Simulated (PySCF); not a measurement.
PySCF job for (2S)-1-bromo-2-fluoropropane (C3H6BrF), SMILES C[C@H](F)CBr, PBE-D3(BJ)/def2-SVP. Geometry: PBE-D3(BJ)/def2-SVP. Other conformers were not sampled.

```python
import numpy as np
from pyscf import gto, scf, dft, df
from pyscf.hessian import thermo

mol = gto.M(
    atom='''
    C    -2.17128257   -0.11495659   -0.23256942
    C    -1.02291826   -1.05219196    0.08689535
    F    -1.47224091   -2.04507908    0.96885424
    C     0.16544061   -0.39628227    0.78644032
    Br    1.10677921    0.85638395   -0.38738851
    H    -1.84280218    0.67508130   -0.93528382
    H    -3.00544620   -0.67700419   -0.69472102
    H    -2.54210166    0.36736822    0.69452884
    H    -0.66401227   -1.56167996   -0.83626078
    H    -0.16037638    0.17363616    1.67741069
    H     0.90019593   -1.16454328    1.08863840
    ''',
    basis='def2-SVP',
    charge=0,
    spin=0,
    max_memory=1600,
    verbose=3,
)
mf = dft.RKS(mol, xc='pbe').density_fit(auxbasis='def2-universal-jkfit')
mf.disp = 'd3bj'
mf.grids.level = 3
mf.conv_tol = 1e-11
mf.max_cycle = 100
mf.kernel()

# [left out here: the lines that compute and print the analytic Hessian (its translational invariance restored by hand, since the grid's response is missing), thermochemistry and intensities]
```

It prints:

```
converged SCF energy = -2790.81684508084

WARN: DFTD3 does not support analytical Hessian, using finite difference


WARN: Mole.unit (angstrom) is changed to Bohr

Mode                                 0                   1                   2
Irrep
Freq [cm^-1]                      103.5457            179.2722            237.2989
Reduced mass [au]                   3.0327              3.6858              1.1571
Force const [Dyne/A]                0.0192              0.0698              0.0384
Char temp [K]                     148.9791            257.9328            341.4203
Normal mode                   x     y     z       x     y     z       x     y     z
       0   C                -0.10 -0.03  0.05   -0.12 -0.07  0.01   -0.01 -0.02 -0.01
       1   C                -0.02  0.05  0.01   -0.08 -0.03 -0.04   -0.02 -0.03  0.00
       2   F                 0.05 -0.04 -0.06   -0.01  0.01  0.06   -0.03  0.01  0.05
       3   C                -0.08  0.12  0.05   -0.03 -0.03 -0.10    0.01 -0.03 -0.03
       4  Br                 0.02 -0.02 -0.01    0.04  0.03  0.01    0.01  0.01 -0.00
       5   H                -0.14  0.08  0.16   -0.22 -0.14 -0.12    0.15  0.29  0.41
       6   H                -0.02 -0.05 -0.05   -0.17 -0.14  0.17    0.17  0.11 -0.48
       7   H                -0.19 -0.17  0.09   -0.03  0.02 -0.00   -0.31 -0.43  0.08
       8   H                 0.04  0.14 -0.01   -0.14 -0.08 -0.04   -0.03 -0.07  0.02
       9   H                -0.14  0.21 -0.03   -0.00 -0.08 -0.06    0.04 -0.06 -0.01
      10   H                -0.12  0.14  0.18   -0.05 -0.07 -0.14    0.02 -0.04 -0.07
Mode                                 3                   4                   5
Irrep
Freq [cm^-1]                      314.0579            375.7464            444.2400
Reduced mass [au]                   8.5867              2.3785              2.4023
Force const [Dyne/A]                0.4990              0.1979              0.2793
[...]
       6   H                 0.04 -0.02 -0.03    0.05  0.00 -0.00    0.27 -0.21 -0.10
       7   H                -0.05  0.05 -0.04    0.13 -0.01  0.02   -0.26  0.16 -0.15
       8   H                -0.04  0.00  0.04    0.10  0.09  0.04   -0.23  0.13 -0.08
       9   H                 0.17  0.16 -0.14    0.14 -0.24  0.28   -0.17  0.14 -0.25
      10   H                 0.10  0.17 -0.15   -0.09 -0.09 -0.47   -0.11 -0.05  0.26
Mode                                 9                  10                  11
Irrep
Freq [cm^-1]                      915.5875           1004.0671           1071.4853
Reduced mass [au]                   2.0233              1.2010              2.9124
Force const [Dyne/A]                0.9993              0.7134              1.9700
Char temp [K]                    1317.3265           1444.6290           1541.6288
Normal mode                   x     y     z       x     y     z       x     y     z
       0   C                -0.08 -0.07  0.01   -0.02  0.05  0.04    0.02  0.06 -0.05
       1   C                -0.06 -0.09  0.01    0.02 -0.08 -0.03   -0.04 -0.10  0.15
       2   F                 0.02  0.07 -0.05    0.00  0.02 -0.01    0.04  0.05 -0.07
       3   C                 0.08  0.02  0.05   -0.00  0.04  0.03   -0.05 -0.03 -0.03
       4  Br                -0.00 -0.00  0.00    0.00 -0.00 -0.00    0.00  0.00  0.00
       5   H                 0.35 -0.16  0.11   -0.02 -0.06 -0.08   -0.25  0.18 -0.02
       6   H                -0.29  0.35 -0.12    0.13 -0.09 -0.07    0.00 -0.09  0.15
       7   H                 0.12  0.14 -0.02   -0.27  0.14 -0.11   -0.02 -0.15  0.05
       8   H                -0.01 -0.05 -0.00   -0.19 -0.06 -0.12    0.06 -0.19  0.23
       9   H                 0.11  0.09  0.02   -0.31 -0.37  0.19    0.10  0.08 -0.05
      10   H                 0.09  0.04  0.12    0.42  0.38 -0.16    0.10  0.11 -0.05
Mode                                12                  13                  14
Irrep
Freq [cm^-1]                     1129.9248           1171.2178           1187.5257
Reduced mass [au]                   1.9749              1.5303              1.2904
Force const [Dyne/A]                1.4856              1.2368              1.0722
Char temp [K]                    1625.7102           1685.1216           1708.5851
Normal mode                   x     y     z       x     y     z       x     y     z
       0   C                -0.09  0.01  0.03   -0.00  0.05  0.07    0.01  0.03  0.02
       1   C                 0.15 -0.01  0.06    0.02 -0.10 -0.10    0.00 -0.06  0.01
       2   F                -0.02  0.00 -0.00   -0.00  0.01  0.01    0.00  0.01 -0.02
       3   C                -0.05 -0.04 -0.07   -0.04  0.01  0.04    0.07  0.10  0.00
       4  Br                 0.00  0.00 -0.00   -0.00  0.00  0.00   -0.00  0.00 -0.00
       5   H                 0.05 -0.03  0.03   -0.06 -0.10 -0.13   -0.10  0.01 -0.05
       6   H                -0.12  0.19 -0.12    0.16 -0.07 -0.08    0.05 -0.02 -0.00
       7   H                -0.12  0.25 -0.10   -0.27  0.12 -0.08   -0.14  0.03 -0.04
       8   H                 0.47  0.02  0.16    0.18 -0.03 -0.08   -0.12 -0.28  0.08
       9   H                -0.18 -0.11 -0.07    0.51  0.37 -0.00   -0.14 -0.29  0.19
      10   H                -0.09 -0.06 -0.04   -0.07 -0.08 -0.12   -0.52 -0.44  0.13
Mode                                15                  16                  17
Irrep
Freq [cm^-1]                     1308.4059           1319.6721           1359.1888
Reduced mass [au]                   1.2182              1.2634              1.5960
Force const [Dyne/A]                1.2287              1.2964              1.7372
Char temp [K]                    1882.5048           1898.7143           1955.5701
Normal mode                   x     y     z       x     y     z       x     y     z
       0   C                 0.04 -0.00 -0.02    0.05 -0.08 -0.01   -0.09  0.05 -0.06
       1   C                -0.04 -0.09  0.03    0.08  0.00  0.03    0.12 -0.05  0.05
       2   F                -0.01  0.01  0.02   -0.00  0.00 -0.00   -0.01  0.00  0.00
       3   C                 0.02  0.02 -0.02   -0.04 -0.00  0.02   -0.04  0.01 -0.00
       4  Br                 0.00  0.00 -0.00   -0.00  0.00  0.00    0.00  0.00 -0.00
       5   H                -0.16  0.06 -0.05   -0.37  0.21  0.11    0.37  0.01  0.11
       6   H                -0.10  0.11  0.08   -0.19  0.33 -0.06    0.04 -0.29  0.15
       7   H                -0.10 -0.08 -0.03   -0.10  0.24 -0.22    0.18 -0.09  0.13
       8   H                 0.22  0.72 -0.34   -0.49 -0.02 -0.17   -0.38  0.16 -0.27
       9   H                -0.06 -0.13  0.05    0.10  0.13 -0.02    0.14  0.02  0.06
      10   H                -0.08 -0.04  0.11   -0.02 -0.03 -0.12   -0.10 -0.05 -0.00
Mode                                18                  19                  20
Irrep
Freq [cm^-1]                     1396.4045           1408.9616           1423.6393
Reduced mass [au]                   1.0799              1.0691              1.0886
Force const [Dyne/A]                1.2407              1.2504              1.2999
Char temp [K]                    2009.1152           2027.1821           2048.3000
Normal mode                   x     y     z       x     y     z       x     y     z
       0   C                 0.02  0.02 -0.02    0.01 -0.03 -0.03   -0.04 -0.00  0.01
       1   C                 0.01 -0.01  0.00   -0.04 -0.01 -0.04   -0.03 -0.04  0.02
       2   F                -0.00  0.00 -0.00    0.00  0.00  0.00    0.00  0.00 -0.00
       3   C                 0.04  0.01  0.06    0.01  0.00  0.00    0.03  0.01  0.03
       4  Br                -0.00 -0.00  0.00   -0.00 -0.00  0.00   -0.00 -0.00  0.00
       5   H                 0.18 -0.09 -0.05    0.16  0.38  0.51   -0.22  0.12  0.06
       6   H                -0.18  0.06  0.27   -0.00 -0.31  0.36    0.31 -0.18 -0.40
       7   H                -0.28 -0.22 -0.00   -0.12  0.39 -0.28    0.48  0.27  0.07
       8   H                -0.01  0.00 -0.01    0.17 -0.02  0.04    0.04  0.12 -0.05
       9   H                -0.39  0.28 -0.29   -0.01  0.00 -0.00   -0.26  0.15 -0.17
      10   H                 0.01 -0.23 -0.52    0.01 -0.00  0.00   -0.01 -0.16 -0.31
Mode                                21                  22                  23
Irrep
Freq [cm^-1]                     2970.7558           2983.5689           3026.6621
Reduced mass [au]                   1.0865              1.0370              1.0585
Force const [Dyne/A]                5.6498              5.4389              5.7133
Char temp [K]                    4274.2562           4292.6914           4354.6928
Normal mode                   x     y     z       x     y     z       x     y     z
       0   C                -0.00  0.00  0.01   -0.04  0.03 -0.00    0.00 -0.00  0.00
       1   C                 0.03 -0.04 -0.07   -0.00  0.00  0.01    0.00 -0.00 -0.00
       2   F                 0.00  0.00 -0.00    0.00 -0.00  0.00   -0.00 -0.00  0.00
       3   C                -0.00  0.00  0.00    0.00 -0.00 -0.00   -0.02  0.00 -0.06
       4  Br                -0.00 -0.00  0.00    0.00  0.00  0.00    0.00 -0.00  0.00
       5   H                 0.00 -0.01  0.01   -0.16 -0.37  0.33    0.00  0.01 -0.01
       6   H                 0.00  0.00  0.00    0.39  0.27  0.22   -0.01 -0.01 -0.00
       7   H                 0.04 -0.05 -0.10    0.21 -0.28 -0.54   -0.00 -0.00 -0.01
       8   H                -0.30  0.45  0.78    0.03 -0.04 -0.07   -0.02  0.02  0.05
       9   H                 0.02 -0.04 -0.06   -0.01  0.01  0.01   -0.22  0.40  0.59
      10   H                 0.00 -0.01  0.00    0.00 -0.00 -0.00    0.42 -0.43  0.15
Mode                                24                  25                  26
Irrep
Freq [cm^-1]                     3079.1623           3091.3600           3105.5576
Reduced mass [au]                   1.1035              1.1040              1.1113
Force const [Dyne/A]                6.1643              6.2160              6.3146
Char temp [K]                    4430.2290           4447.7788           4468.2060
Normal mode                   x     y     z       x     y     z       x     y     z
       0   C                -0.00 -0.02 -0.09   -0.06 -0.07  0.02   -0.00 -0.00 -0.00
       1   C                 0.00 -0.00 -0.01   -0.00 -0.00  0.00    0.00 -0.00 -0.00
       2   F                -0.00 -0.00  0.00    0.00  0.00 -0.00   -0.00  0.00  0.00
       3   C                -0.00  0.00  0.00    0.00 -0.00  0.00    0.06 -0.07 -0.02
       4  Br                 0.00 -0.00  0.00   -0.00  0.00 -0.00   -0.00  0.00  0.00
       5   H                -0.12 -0.30  0.25    0.20  0.49 -0.45   -0.00 -0.01  0.01
       6   H                 0.37  0.25  0.19    0.48  0.33  0.28    0.01  0.01  0.01
       7   H                -0.23  0.30  0.58    0.00 -0.03 -0.03   -0.01  0.01  0.01
       8   H                -0.03  0.04  0.06    0.00  0.00  0.00   -0.02  0.03  0.04
       9   H                 0.01 -0.00 -0.01    0.00 -0.00 -0.00   -0.17  0.31  0.47
      10   H                 0.02 -0.02  0.01   -0.00  0.00  0.00   -0.50  0.50 -0.20
temperature 298.1500 [K]
pressure 101325.00 [Pa]
Rotational constants [GHz] 7.80667 1.35126 1.20428
Symmetry number 1
Zero-point energy (ZPE) 0.08420 [Eh]   221075.391 [J/mol]
                           tot       elec      trans        rot        vib
Entropy [J/mol/K]       336.313      0.000    170.464    115.595     50.254
Cv [J/mol/K]             86.686      0.000     12.472     12.472     61.742
Cp [J/mol/K]             95.000      0.000     20.786     12.472     61.742
Internal energy [J/mol]                      3718.434   3718.434 229779.748
Internal energy [Eh]   -2790.72649  -2790.81685
Enthalpy [J/mol]                             6197.391   3718.434 229779.748
Enthalpy [Eh]          -2790.72555
Gibbs free energy [J/mol]                  -44626.377 -30746.194 214796.524
Gibbs free energy [Eh] -2790.76374
mode   freq/cm-1   IR/(km/mol)
   1      103.55         3.358
   2      179.27         3.716
   3      237.30         0.506
   4      314.06         3.546
   5      375.75         3.121
   6      444.24         1.530
   7      677.76        29.630
   8      817.60         2.647
   9      858.25         4.868
  10      915.59        21.828
  11     1004.07         7.136
  12     1071.49        76.861
  13     1129.92        18.665
  14     1171.22        11.207
  15     1187.53         2.934
  16     1308.41         3.762
  17     1319.67         2.624
  18     1359.19        38.168
  19     1396.40         4.948
  20     1408.96         5.589
  21     1423.64         3.985
  22     2970.76        19.619
  23     2983.57         8.452
  24     3026.66         7.737
  25     3079.16        10.859
  26     3091.36         5.528
  27     3105.56         1.792
max |gradient| / (hartree/bohr): 0.00014560242852960554
APT charges: [-0.0627  0.6114 -0.527   0.201  -0.2044  0.0425  0.0084  0.0041 -0.0517
 -0.0119 -0.0096]
```

Self-consistency was reached.

Cost: very roughly 110 core-seconds.
